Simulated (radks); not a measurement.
Task: Species: Au10+. Configuration: [Xe] 4f14 5d1. All-electron calculation, Dirac Kohn-Sham, BLYP, spin-unpolarised, spherical densities, finite nucleus; open shells fill j = l - 1/2 first; Fermi nuclear charge, rms radius 5.4371 fm. Program: a radial shooting solver on a logarithmic mesh with Libxc functionals. Some entries of the table are withheld. Estimate them.

| orbital | occ. | eigenvalue (hartree) | r(max) (bohr) | <1/r> (bohr^-1) |
|---|---|---|---|---|
| 1s1/2 | 2 | -2969.089 | 0.01042 | 95.68 |
| 2s1/2 | 2 | -528.8245 | 0.06039 | 23.52 |
| 2p1/2 | 2 | -507.5625 | 0.04446 | 23.49 |
| 2p3/2 | 4 | -440.0894 | 0.05183 | 19.14 |
| 3s1/2 | 2 | (1) | 0.1699 | 8.635 |
| 3p1/2 | 2 | -120.0718 | (2) | 8.552 |
| 3p3/2 | 4 | -105.1772 | (3) | 7.417 |
| 3d3/2 | 4 | -89.18333 | 0.1351 | 7.316 |
| 3d5/2 | 6 | -85.98021 | 0.1392 | 7.058 |
| 4s1/2 | 2 | -33.08520 | 0.3830 | 3.656 |
| 4p1/2 | 2 | -28.98310 | 0.3812 | 3.548 |
| 4p3/2 | 4 | -25.40381 | 0.4120 | 3.154 |
| 4d3/2 | 4 | (4) | 0.4047 | 2.953 |
| 4d5/2 | 6 | (5) | 0.4142 | 2.863 |
| 5s1/2 | 2 | -10.03969 | 0.8371 | 1.538 |
| 4f5/2 | 6 | -9.35980 | 0.3721 | (6) |
| 4f7/2 | 8 | -9.21716 | 0.3766 | (7) |
| 5p1/2 | 2 | -8.63276 | 0.8771 | 1.435 |
| 5p3/2 | 4 | -7.92021 | 0.9457 | 1.309 |
| 5d3/2 | 1 | -5.82926 | 1.066 | (8) |
| 5d5/2 | 0 | -5.72130 | 1.089 | (9) |

Result: 
(1) 3s1/2 eigenvalue (hartree): -129.6689
(2) 3p1/2 r(max) (bohr): 0.1585
(3) 3p3/2 r(max) (bohr): 0.1735
(4) 4d3/2 eigenvalue (hartree): -18.67494
(5) 4d5/2 eigenvalue (hartree): -18.00689
(6) 4f5/2 <1/r> (bohr^-1): 2.501
(7) 4f7/2 <1/r> (bohr^-1): 2.467
(8) 5d3/2 <1/r> (bohr^-1): 1.114
(9) 5d5/2 <1/r> (bohr^-1): 1.090
